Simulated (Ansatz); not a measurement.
One geometry of the cluster AlCu2⁺, several levels of theory.

```yaml
crystal:
  periodic: [false, false, false]
  atoms:
    - {symbol: Cu, position_ang: [-2.058400, -0.542945, -0.859728]}
    - {symbol: Cu, position_ang: [2.058385, 0.542981, 0.859728]}
    - {symbol: Al, position_ang: [0.000005, -0.000036, 0.000000]}
basis:
  gaussian: {orbitals: def2-TZVP, initial_orbitals: start.molden}
total_charge: 1
hamiltonian: {xc: {name: r2SCAN0}, dispersion: d4}
scf: {omitted_lower_state_checks: [starts]}
output: {orbitals: {seedname: orbitals}}
```

The file start.molden holds the orbitals of an earlier run on this structure, at another level or in another basis.

```sh
$ ansatz run in.yaml --threads 2 --pin off --events-out ev --progress --plain --max-ram 4352MiB
```

It prints (some lines left out):

```
Functional definition: r2SCAN0
1176 factors; integrals over basis functions are off by at most 9.7e-4 eV
mean field evaluation 1: about -95868.0125 eV, gradient 7.0e0 eV
mean field evaluation 2: about -95868.0471 eV, gradient 6.5e-2 eV
mean field evaluation 4: about -95868.1181 eV, gradient 1.1e-3 eV
mean field evaluation 8: about -95868.1181 eV, gradient 1.9e-5 eV
mean field -95868.11811472 eV, -3523.0883589718 hartree, gradient 1.9e-5 eV, S^2 0.000000; 0 other end points of the search recorded, 0 dependent functions left out
reference -95868.11812440 eV, -3523.0883593272 hartree; 35, 35 occupied and 92, 92 virtual orbitals, 1176 factors
Total energy: -95868.13816260 eV, -3523.0890957176 hartree
Checks for a lower state left out: starts
```

It took 4.2 s on 2 threads of Arm Neoverse V2 on a shared host.

The first input with `hamiltonian: {xc: hf}`, `output: {forces: true, orbitals: {seedname: orbitals}}` (abridged; 1.6 s):

```
Functional definition: HF
mean field -95772.93540596 eV, -3519.5904589419 hartree, gradient 1.3e-5 eV, S^2 0.000000
Total energy: -95772.93540596 eV, -3519.5904589419 hartree
Atom 0 force    -1.275049    -0.336326    -0.532549 eV/Å
Atom 1 force     1.275046     0.336338     0.532549 eV/Å
Atom 2 force     0.000003    -0.000012     0.000000 eV/Å
Dipole moment:    -0.000002     0.000006    -0.000000 e Å
Checks for a lower state left out: starts
```

First input, but with `hamiltonian: {xc: {name: B97M-V}}` (abridged; 6.5 s):

```
Functional definition: B97M-V
mean field -95852.62686358 eV, -3522.5190659926 hartree, gradient 1.3e-5 eV, S^2 0.000000
Total energy: -95852.62692348 eV, -3522.5190681939 hartree
Checks for a lower state left out: starts
```

As the first input, with `hamiltonian: {xc: {text: "exchange = 0.65*pbe_x + 0.35*exact_x\ncorrelation = pbe_c"}}` (abridged; 2.3 s):

```
Functional definition: unnamed
mean field -95856.58813219 eV, -3522.6646399290 hartree, gradient 3.0e-5 eV, S^2 0.000000
Total energy: -95856.58815808 eV, -3522.6646408804 hartree
Checks for a lower state left out: starts
```

First input, but with `hamiltonian: {xc: {name: BLYP}, dispersion: d4}` (abridged; 1.8 s):

```
Functional definition: BLYP
mean field -95878.79603120 eV, -3523.4807651646 hartree, gradient 2.6e-5 eV, S^2 0.000000
Total energy: -95878.95245644 eV, -3523.4865136861 hartree
Checks for a lower state left out: starts
```

The first input with `hamiltonian: {xc: pbe0, dispersion: d4}`, `output: {forces: true, orbitals: {seedname: orbitals}}` and without the key `scf` (abridged; 3.6 s):

```
Functional definition: PBE0
mean field evaluation 16: about -95856.3822 eV, gradient 9.1e-1 eV
mean field -95856.38366219 eV, -3522.6571257952 hartree, gradient 5.2e-5 eV, S^2 0.000000; 1 other end points of the search recorded, 0 dependent functions left out
Total energy: -95856.45032708 eV, -3522.6595756846 hartree
Atom 0 force    -0.198325    -0.052334    -0.082836 eV/Å
Atom 1 force     0.198335     0.052297     0.082837 eV/Å
Atom 2 force    -0.000010     0.000037    -0.000000 eV/Å
Dipole moment:     0.000001    -0.000004     0.000000 e Å
```

As the first input, with `gaussian: {orbitals: "def2-QZVPP.json", initial_orbitals: start.molden}`, `correlation: {method: mp2, frozen_orbitals: {Al: 5, Cu: 9}}` and without the key `hamiltonian` (abridged; 8.5 s):

```
Functional definition: HF
mean field -95775.29699890 eV, -3519.6772458815 hartree, gradient 3.4e-6 eV, S^2 0.000000
23 core orbitals not correlated: weight in the atoms' cores, before any rotation towards them, 1.000 or more for the frozen orbitals, at most 0.000 for the correlated occupied ones
second order -30.51051889 eV of doubles, -0.00000000 eV of singles
Total energy: -95805.80751779 eV, -3520.7984867702 hartree
Checks for a lower state left out: starts
```

Geometry: PBE-D4/def2-TZVP.

Correlated methods freeze 23 core orbitals. The structure comes from a short search, and lower isomers may exist.
